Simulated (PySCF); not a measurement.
Compound: C3H5OPSe.
Atom-mapped SMILES: `[CH3:1][O:2][C:3]1=[CH:4][P@@H:5]1=[Se:6]` (hydrogens: H7, H8, H9 on C1; H10 on C4; H11 on P5)

Computed with PySCF, PBE0-D3(BJ)/def2-SVP geometry optimisation, gas phase.

(1) List the bond lengths, angles and torsions at this level.

Results:

(1) 
```
               bond  length (Å)
              C1–O2       1.422
              O2–C3       1.309
              C3=C4       1.333
              C4–P5       1.780
             P5=Se6       2.080
              C3–P5       1.781
C1–H7, C1–H8, C1–H9       1.099
             C4–H10       1.090
             P5–H11       1.421
```

Bonds in one row agree within 0.01 Å and their mean is given. A selection of angles:
```
     angle  degrees
  O2–C1–H7    106.5
  O2–C1–H8    110.6
  H7–C1–H8    109.5
  C1–O2–C3    116.1
  O2–C3–C4    141.1
  O2–C3–P5    150.3
  C4–C3–P5     68.0
  C3–C4–P5     68.0
 C3–C4–H10    143.4
 P5–C4–H10    147.8
 C4–P5–Se6    130.7
 C4–P5–H11    109.7
Se6–P5–H11    114.7
  C3–P5–C4     44.0
 C3–P5–Se6    129.7
 C3–P5–H11    109.4
```

Torsions: C1–O2–C3–C4 178° (antiperiplanar); O2–C3–C4–P5 -172° (antiperiplanar); C3–C4–P5–Se6 109° (anticlinal); O2–C3–P5–C4 170° (antiperiplanar).

O2 (ether oxygen) is bent (angle 116.1°). The 2 C–O bonds span 1.309 Å (O2–C3, drawn single) to 1.422 Å (C1–O2, drawn single), a spread of 0.113 Å. The 3-membered ring C3–C4–P5 has internal angles of 44.0° to 68.0°. P5 (phosphorus bonded to 2 C, Se and H) has angles from 44.0° to 130.7°.

Point group: C1 (no symmetry element, even within 0.4 Å). PBE0-D3(BJ)/def2-SVP frequencies: not computed here. One conformer, not necessarily the lowest.
